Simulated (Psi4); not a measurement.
A dimer, BF3 ··· CH3Br (SMILES FB(F)F and CBr), singlet; the first 4 atoms form monomer A.

```
9

F      1.1568    -0.6200     0.0896
B      0.0000     0.0001    -0.0002
F     -0.0416     1.3148    -0.0235
F     -1.1152    -0.6949    -0.0659
C     -1.5409     1.3765    -3.0447
Br    -0.1248     0.0294    -2.9378
H     -2.4670     0.8621    -3.2756
H     -1.2726     2.0738    -3.8303
H     -1.5964     1.8720    -2.0819
```

Problem. What interaction energy does SAPT0/jun-cc-pVDZ, frozen core (Psi4) give, and which attractive term is the largest?

Solution. Total -1.11 kcal/mol: electrostatics -8.14, exchange 12.50, induction -2.46, dispersion -3.01. The most attractive term is electrostatics.
